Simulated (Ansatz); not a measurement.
(CdO)n: binding per atom (eV) at several levels, gas phase, relaxed structures; Ansatz. Clusters are the lowest isomers that short searches found in that spin, judged at the geometry's level. Core potentials for Cd in the def2 sets, no spin–orbit coupling. Binding counts from free atoms in the multiplicity of their measured ground term, without zero-point energy. A dash marks a value that wasn't run or was left out as unsound. The structures are stationary points that may keep the symmetry of their start. Correlated methods freeze inner cores and use unrestricted references for open shells. Remarks come from the PBE and PBE0 runs and from stability tests at other levels; not every state was tested.

```json
{"species": "(CdO)6 prism (Cd6O6)", "state": "singlet", "geometry": "PBE0-D4/def2-SVP", "PBE-D4/def2-TZVP": "2.23", "r2SCAN-D4/def2-TZVP": "2.20", "PBE0-D4/def2-SVP": "2.10", "PBE0-D4/def2-TZVP": "2.02", "MP2/def2-SVP": "2.24", "remarks": "–"}
{"species": "(CdO)6 ring (Cd6O6)", "state": "singlet", "geometry": "r2SCAN-D4/def2-SVP", "PBE-D4/def2-TZVP": "2.27", "r2SCAN-D4/def2-TZVP": "2.21", "PBE0-D4/def2-SVP": "2.07", "PBE0-D4/def2-TZVP": "2.04", "MP2/def2-SVP": "–", "remarks": "–"}
{"species": "Cd5O5 (with 2 O–O bonds)", "state": "singlet", "geometry": "PBE0-D4/def2-SVP", "PBE-D4/def2-TZVP": "1.89", "r2SCAN-D4/def2-TZVP": "1.79", "PBE0-D4/def2-SVP": "1.69", "PBE0-D4/def2-TZVP": "1.64", "MP2/def2-SVP": "1.67", "remarks": "restricted SCF unstable in HF"}
{"species": "Cd6O6 (with 3 O–O bonds)", "state": "singlet", "geometry": "PBE0-D4/def2-SVP", "PBE-D4/def2-TZVP": "1.83", "r2SCAN-D4/def2-TZVP": "1.71", "PBE0-D4/def2-SVP": "1.63", "PBE0-D4/def2-TZVP": "1.57", "MP2/def2-SVP": "1.58", "remarks": "restricted SCF unstable in HF"}
```

(1) Estimate the column for PBE-D4/def2-SVP.

(1) (CdO)6 prism (Cd6O6) 2.33; (CdO)6 ring (Cd6O6) 2.33; Cd5O5 (with 2 O–O bonds) 1.96; Cd6O6 (with 3 O–O bonds) 1.91.
